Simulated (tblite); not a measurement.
dimethyl telluride (C2H6Te), singlet, geometry from GFN2-xTB; GFN1-xTB (tblite 0.6.0).

The tblite input:
```
$ tblite run mol.xyz --method gfn1 --charge 0 --spin 0 --json tblite.json --no-restart

# file mol.xyz
9

C      1.51403960    -0.61814695     0.97361016
Te     0.01637111     0.19648656    -0.35400888
C     -1.60205503    -0.43829160     0.92933228
H      1.38011691    -1.68745138     1.07645886
H      2.48866467    -0.41855255     0.54994310
H      1.44343271    -0.14926988     1.94678120
H     -1.59498997    -1.51573359     1.03418433
H     -2.53486000    -0.12860379     0.47856174
H     -1.50556944     0.02094119     1.90487761
```

What the program printed (banner, timings and long lists left out):

```
xTB calculator
 | screened Coulomb repulsion
 | Coulomb electrostatics
 |  * isotropic Klopman-Ohno-Mataga-Nishimoto electrostatics
 |  * onsite third-order electrostatics
 | DFT-D3(BJ) dispersion correction

halogen bonding energy    0.0000000000000E+00 Eh
repulsion energy          1.1628932479659E-01 Eh
dispersion energy        -2.5904341651886E-03 Eh
number of electrons       2.0000000000000E+01 e
integral cutoff           2.5289693214950E+01 bohr

------------------------------------------------------------
  cycle        total energy    energy error   density error
------------------------------------------------------------
      1     -11.22206407681  -1.1335763E+01   4.7923404E-01
      2     -11.22365352027  -1.5894435E-03   2.7743946E-01
      3     -11.22299640865   6.5711162E-04   3.6572295E-02
      4     -11.22386851079  -8.7210214E-04   5.4676761E-04
      5     -11.22386873606  -2.2526237E-07   1.8541247E-04
      6     -11.22386875985  -2.3795209E-08   6.7807521E-06
------------------------------------------------------------

electronic energy        -1.1337567650482E+01 Eh
total energy             -1.1223868759850E+01 Eh

Post processing:
 | Mayer-Wiberg bond orders

[Info] JSON dump of results written to 'tblite.json'
```
